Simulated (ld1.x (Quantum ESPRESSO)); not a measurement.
## An all-electron radial function and its pseudo partner (lutetium (Lu))

Columns: radius, all-electron u(r) and pseudo u(r) of the 5p shell (level -38.38 eV) of lutetium in the configuration [Kr] 4d10 4f14 5s2 5p6 5d1 6s1 6p0; PBE, scalar-relativistic, TM semilocal scheme, ld1.x (Quantum ESPRESSO) 7.5.

| r (bohr) | all-electron | pseudo |
| --- | --- | --- |
| 0.165 | -0.3210 | -0.0255 |
| 0.330 | 0.3915 | -0.1052 |
| 0.495 | 0.3563 | -0.2471 |
| 0.660 | -0.1684 | -0.4525 |
| 0.825 | -0.6258 | -0.6903 |
| 0.990 | -0.8837 | -0.8858 |
| 1.155 | -0.9729 | -0.9721 |
| 1.320 | -0.9528 | -0.9528 |
| 1.485 | -0.8729 | -0.8729 |
| 1.650 | -0.7668 | -0.7668 |
| 1.815 | -0.6548 | -0.6548 |
| 1.980 | -0.5482 | -0.5482 |
| 2.145 | -0.4525 | -0.4525 |
| 2.310 | -0.3695 | -0.3695 |
| 2.475 | -0.2993 | -0.2993 |
| 2.640 | -0.2409 | -0.2409 |
| 2.805 | -0.1929 | -0.1929 |
| 2.970 | -0.1538 | -0.1538 |
| 3.135 | -0.1222 | -0.1222 |
| 3.300 | -0.0968 | -0.0968 |
| 3.465 | -0.0765 | -0.0765 |
| 3.630 | -0.0603 | -0.0603 |
| 3.795 | -0.0474 | -0.0474 |
| 3.960 | -0.0371 | -0.0371 |
| 4.125 | -0.0291 | -0.0291 |
| 4.290 | -0.0227 | -0.0227 |

Task: How many radial nodes do the two functions have?

Result: The all-electron 5p function has n − l − 1 = 3 (the table is too coarse to show those close to the nucleus); the pseudo-wave has 0, since the states of the same l below it are removed with the core.

Task: At about which radius was the pseudo-wave matched?

Result: 1.35 bohr, where the columns begin to agree (steps of 0.17 bohr).

Task: Where does each function peak?

Result: Outermost all-electron maximum near 1.16 bohr, pseudo maximum near 1.16 bohr (to the table’s step).

Task: Is the pseudo-wave norm-conserving?

Result: Yes: the TM semilocal scheme keeps the norm inside the radius equal to the all-electron one, which fixes the energy derivative of the logarithmic derivative at the level.
